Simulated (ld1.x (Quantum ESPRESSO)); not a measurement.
**u(r) = r·R(r): atom against pseudo-atom (C)**

Columns: radius, all-electron u(r) and pseudo u(r) of the 2p shell (level -5.34 eV) of carbon in the configuration [He] 2s1.75 2p2.25; BLYP, scalar-relativistic, TM scheme, ld1.x (Quantum ESPRESSO) 7.5.

```tsv
r (bohr)	all-electron	pseudo
0.130	0.0747	0.0236
0.260	0.2138	0.0915
0.390	0.3541	0.1944
0.520	0.4732	0.3190
0.650	0.5655	0.4491
0.780	0.6323	0.5687
0.910	0.6763	0.6651
1.040	0.7004	0.7307
1.170	0.7086	0.7639
1.300	0.7043	0.7683
1.430	0.6909	0.7508
1.560	0.6709	0.7189
1.690	0.6463	0.6800
1.820	0.6187	0.6393
1.950	0.5894	0.6000
2.080	0.5592	0.5636
2.210	0.5288	0.5301
2.340	0.4987	0.4989
2.470	0.4692	0.4692
2.600	0.4406	0.4406
2.730	0.4132	0.4132
2.860	0.3869	0.3869
2.990	0.3618	0.3618
3.120	0.3380	0.3380
3.250	0.3155	0.3155
3.380	0.2942	0.2942
```

Question: How many radial nodes do the two functions have?

Answer: The all-electron 2p function has n − l − 1 = 0; the pseudo-wave has 0.

Question: At about which radius was the pseudo-wave matched?

Answer: 2.60 bohr. The columns agree to 0.0005 from 2.34 bohr on; several derivatives are matched, so the curves merge somewhat inside the radius.

Question: Where does each function peak?

Answer: Outermost all-electron maximum near 1.17 bohr, pseudo maximum near 1.30 bohr (to the table’s step).

Question: Is the pseudo-wave norm-conserving?

Answer: Yes: the TM scheme keeps the norm inside the radius equal to the all-electron one, which fixes the energy derivative of the logarithmic derivative at the level.
